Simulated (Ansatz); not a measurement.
Mulliken charges of CH3FMoOS (`[CH3][Mo](=[O])([F])=[S]`) from r2SCAN/def2-TZVPP in Ansatz (PBE0-D4/def2-TZVP geometry).

```tsv
atom	x (Å)	y (Å)	z (Å)	charge (e)
C1	-0.392	0.901	0.474	-0.335
Mo2	0.303	-0.865	-0.390	1.214
O3	-0.950	-1.362	-1.364	-0.474
F4	0.782	-2.067	0.921	-0.382
S5	1.907	-0.248	-1.600	-0.341
H6	-0.706	1.624	-0.280	0.111
H7	-1.253	0.627	1.095	0.104
H8	0.401	1.332	1.089	0.104
```

Task: By hand: the dipole of these point charges (1 e Å = 4.8032 D).

Result: Σ q r = (-0.167, 0.552, 0.404) e Å, of length 0.704 e Å = 3.38 D.

Task: How does the dipole of the full density compare? (Best estimate.)

Result: Ansatz gave: (-0.121, 0.330, 0.336) e Å, 2.34 D; the point charges give 1.44 times that, at 9° from its direction.

Point charges leave out the atoms' own dipoles, such as those of lone pairs, and Mulliken's split depends on the basis, so the two needn't agree.
